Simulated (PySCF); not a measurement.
Calculation: PBE0-D4/def2-TZVP (PySCF 2.14.0). All species are isolated molecules in the gas phase. One relaxed conformer stands for a flexible species; it need not be the lowest. Excitations are Tamm–Dancoff values on a coarser integration grid. The basis has no diffuse functions, so Rydberg states are missing or too high.

Reference species (SMILES): `O[SiH3]` (neutral, multiplicity 1).

| Quantity | Result |
|---|---|
| HOMO | -8.73 eV |
| S1 oscillator strength | 0.002 |
| S1 excitation (TDA) | 7.14 eV |

Changed species: `CS[SiH2]O` (C–S–Si–O torsion 152°, S–Si–O–H torsion -50°) (X = methylthio; the reference has X = H).

**Question.** Give the shifts of the HOMO, S1 oscillator strength and S1 excitation (TDA).

**Answer.** the HOMO rises by 1.73 eV, to -7.00 eV; the S1 oscillator strength hardly moves; the S1 excitation (TDA) drops by 1.76 eV, to 5.38 eV.
